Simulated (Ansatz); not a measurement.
`C=CCCO` + `CCCCCC` → `C=CCCCCCCCC` + H₂O  (formal exchange of groups at a C–O bond)

Program: Ansatz. Geometries: PBE0-D4/def2-TZVP. ΔE: electronic, gas phase. CCSD(T)/CBS is the MP2 limit (def2-TZVPP, def2-QZVPP) plus CCSD(T) − MP2 in def2-TZVPP, frozen cores. This one scheme is used for every species. Functionals use def2-TZVPP. B3LYP here is the variant with VWN-RPA as its local correlation; programs differ in this. Each species was taken in one conformer, which may not be the lowest.

```json
{"level": "B3LYP-D4", "ΔE (kcal/mol)": "-6.7"}
{"level": "MP2/def2-TZVPP", "ΔE (kcal/mol)": "-10.1"}
{"level": "MP2/def2-QZVPP", "ΔE (kcal/mol)": "-10.7"}
{"level": "CCSD/CBS(def2)", "ΔE (kcal/mol)": "-8.5"}
```

Question: What does CCSD(T)/CBS give? (An estimate is asked.)

Answer: Ansatz gave: -9.2 kcal/mol. The listed levels differ from it by 2.5, -0.9, -1.5, 0.7 kcal/mol.

Largest T1 diagnostic among the species: 0.010.

The D4 term adds −3.6 kcal/mol with B3LYP and −2.5 kcal/mol with PBE0; it sums over pairs of atoms, weighted by their polarisabilities, and B3LYP, whose exchange is more repulsive, gets the larger term. In def2-TZVPP, CCSD(T) changes the Hartree–Fock value by −6.3 kcal/mol (the triples alone add −0.7 kcal/mol) and MP2 by −8.1 kcal/mol.
